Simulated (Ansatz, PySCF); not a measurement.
C2HCl2, SMILES [CH]=C(Cl)Cl, multiplicity 2. Atoms are numbered in the order given.

```xyz
5

C     -1.7862    -0.0040     0.0000
C     -0.4761     0.0217     0.0000
Cl     0.4310     1.4882     0.0000
Cl     0.4830    -1.4276     0.0000
H     -2.6073    -0.7142     0.0000
```
Charge 0, spin multiplicity 2.

Geometry: PBE0-D3(BJ)/def2-SVP. The isomer is the one that the SMILES or the coordinates give; other isomers of the formula were not compared.

Two levels are set side by side: PBE-D3(BJ)/def2-SVP (Ansatz, a first-principles code) and PBE0-D3(BJ)/def2-SVP (PySCF). Each level has its own optimised geometry; the coordinates shown are those of the second. Frequencies come from the Hessian of PySCF at each geometry. Differences are taken from unrounded values.

```json
[
 {"quantity": "mean bond length (Å)", "PBE0-D3(BJ)": "1.465", "PBE-D3(BJ)": "1.477", "PBE-D3(BJ) minus PBE0-D3(BJ)": "0.012"},
 {"quantity": "bond C1–C2 (Å)", "PBE0-D3(BJ)": "1.310", "PBE-D3(BJ)": "1.318", "PBE-D3(BJ) minus PBE0-D3(BJ)": "0.007"},
 {"quantity": "bond C2–Cl3 (Å)", "PBE0-D3(BJ)": "1.724", "PBE-D3(BJ)": "1.740", "PBE-D3(BJ) minus PBE0-D3(BJ)": "0.015"},
 {"quantity": "bond C2–Cl4 (Å)", "PBE0-D3(BJ)": "1.738", "PBE-D3(BJ)": "1.757", "PBE-D3(BJ) minus PBE0-D3(BJ)": "0.019"},
 {"quantity": "bond C1–H5 (Å)", "PBE0-D3(BJ)": "1.086", "PBE-D3(BJ)": "1.093", "PBE-D3(BJ) minus PBE0-D3(BJ)": "0.007"},
 {"quantity": "highest harmonic wavenumber (cm⁻¹)", "PBE0-D3(BJ)": "3336", "PBE-D3(BJ)": "3255", "PBE-D3(BJ) minus PBE0-D3(BJ)": "-81"},
 {"quantity": "mean harmonic wavenumber (cm⁻¹)", "PBE0-D3(BJ)": "994", "PBE-D3(BJ)": "945", "PBE-D3(BJ) minus PBE0-D3(BJ)": "-49"},
 {"quantity": "zero-point energy (kcal/mol)", "PBE0-D3(BJ)": "12.79", "PBE-D3(BJ)": "12.16", "PBE-D3(BJ) minus PBE0-D3(BJ)": "-0.63"}
]
```

GGA bonds tend to be longer and softer than those of functionals with exact exchange. Differences between two approximate levels are no errors against the true value.
